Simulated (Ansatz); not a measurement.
Program: Ansatz. Geometries: PBE0-D4/def2-TZVP. ΔE: electronic, gas phase. CCSD(T)/CBS is the MP2 limit (def2-TZVPP, def2-QZVPP) plus CCSD(T) − MP2 in def2-TZVPP, frozen cores. This one scheme is used for every species. Functionals use def2-TZVPP. Each species was taken in one conformer, which may not be the lowest.

`O[SiH]1C=N1` + `C=N` → `N=C[SiH]1C=N1` + H₂O  (formal exchange of groups at the Si–O bond)

`O[SiH]1C=N1`:

Cartesian coordinates in Å:
```
O 0.013 0.252 1.753
Si 0.526 0.205 0.207
C -0.486 -0.058 -1.212
N 0.128 -1.141 -0.863
H -0.847 -0.122 1.957
H 1.864 0.806 0.188
H -1.198 0.058 -2.032
```

`C=N`:

Cartesian coordinates in Å:
```
C -0.074 -0.265 -0.277
N -0.390 0.411 0.739
H 0.890 -0.205 -0.795
H -0.800 -0.969 -0.688
H 0.374 1.027 1.020
```

`N=C[SiH]1C=N1`:

Cartesian coordinates in Å:
```
N -0.041 1.797 1.337
C 0.470 0.936 0.555
Si -0.667 -0.305 -0.246
C -0.034 -1.835 -0.908
N -0.156 -0.975 -1.837
H 0.665 2.426 1.725
H 1.546 0.887 0.333
H -2.099 -0.065 0.003
H 0.316 -2.867 -0.963
```

H₂O:

Z-matrix (Å, degrees):
```
O
H 1 0.960
H 1 0.960 2 105.1
```

```tsv
level	ΔE (kJ/mol)
PBE	86.7
LC-ωPBE	106.2
```

What does CCSD(T)/CBS give? (Estimate.)

Computed: +100.1 kJ/mol. The listed levels differ from it by -13.4, 6.1 kJ/mol.

Largest T1 diagnostic among the species: 0.016.

In def2-TZVPP, CCSD(T) changes the Hartree–Fock value by −26.3 kJ/mol (the triples alone add −5.0 kJ/mol) and MP2 by −24.7 kJ/mol. From r2SCAN to r2SCAN0 (25 % exact exchange), in def2-TZVPP and without D4, ΔE moves by +6.1 kJ/mol.
